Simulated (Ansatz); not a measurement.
Basis-set extrapolation for CH5AlO2 (PBE0-D4/def2-TZVP geometry, frozen core, Ansatz 0.2.0). Multiplicity 1, RHF reference.

```tsv
	def2-TZVPP	def2-QZVPP
HF	-432.554048	-432.570845
MP2 correlation	-0.740257	-0.797365
CCSD(T) correlation	-0.792332	not run
```

Energies in hartree. Use E(X) = E(∞) + A·exp(−7.88·√X) for Hartree–Fock and E(X) = E(∞) + B·X^(−2.97) for correlation, with X = 3 and 4, and add CCSD(T) minus MP2 of the smaller set to the MP2 limit.

Task: What is the CCSD(T) energy at the basis-set limit?

Result: HF limit: -432.570845 + (-0.016797) × 0.13774 = -432.57316. MP2 limit: -0.797365 + (-0.057108) × 0.74074 = -0.83967. Higher-order term: -0.792332 − (-0.740257) = -0.05207. Total: -433.46490 hartree, 311.2 kJ/mol below CCSD(T)/def2-TZVPP.
